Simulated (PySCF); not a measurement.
This PySCF input asks for the spin–spin couplings of SMILES C1(Br)C=C1, C3H3Br; the geometry comes from GFN2-xTB.

```python
import basis_set_exchange as bse
import numpy as np
from pyscf import gto, dft
from pyscf.data import nist
from pyscf.prop import ssc

atoms = """
Br    2.009191   -0.270667   -1.122259
C     0.593861   -0.158671    0.251316
C    -0.803702   -0.488298   -0.109176
C    -0.537003    0.777551    0.062698
H     1.034049   -0.382133    1.212534
H    -1.470222   -1.272607   -0.369475
H    -0.822840    1.799728    0.047284
"""
names = {"Br": "pcSseg-1", "C": "pcJ-1", "H": "pcJ-1"}
basis = {el: gto.basis.parse(bse.get_basis(n, elements=[el], fmt="nwchem")) for el, n in names.items()}
mol = gto.M(atom=atoms, basis=basis, charge=0, verbose=0)
mf = dft.RKS(mol, xc="B3LYP")
mf.grids.level = 2
mf.grids.alignment = dft.numint.BLKSIZE   # the property module wants whole blocks of grid points
mf.conv_tol = 1e-9
mf.kernel()

sc = ssc.RKS(mf)
sc.with_fcsd = True   # Fermi contact and spin-dipole together
sc.max_cycle_cphf = 60
g = {"C": 1.4048236, "H": 5.58569468}   # nuclear g factors of 13C, 1H
sc.nuc_pair = [(i, j) for i in range(mol.natm) for j in range(i + 1, mol.natm)
               if mol.atom_pure_symbol(i) in g and mol.atom_pure_symbol(j) in g]
K = sc.kernel()
unit = nist.HARTREE2J / nist.PLANCK * (0.5 * nist.E_MASS / nist.PROTON_MASS) ** 2
for (i, j), k in zip(sc.nuc_pair, K):
    a, b = mol.atom_pure_symbol(i), mol.atom_pure_symbol(j)
    J = unit * g[a] * g[b] * np.trace(k) / 3
    if abs(J) >= 1:
        print("%s%d %s%d %8.1f Hz" % (a, i, b, j, J))
```

Task: What does it print?

Result: 
```
C1 C2     12.8 Hz
C1 C3     12.9 Hz
C1 H4    236.9 Hz
C1 H5      2.1 Hz
C1 H6      2.1 Hz
C2 C3     65.3 Hz
C2 H5    246.2 Hz
C2 H6      3.4 Hz
C3 H5      3.4 Hz
C3 H6    246.1 Hz
H4 H5     -1.5 Hz
H4 H6     -1.5 Hz
```

These numbers come from an equivalent density-fitted implementation of the same equations, which agrees with the script to about 0.1 Hz, so last digits may differ.

Size and cost of the density-fitted run: 152 basis functions, 16 s wall time on 1 thread of an Intel Xeon Platinum 8488C, shared host; peak memory 0.75 GiB.
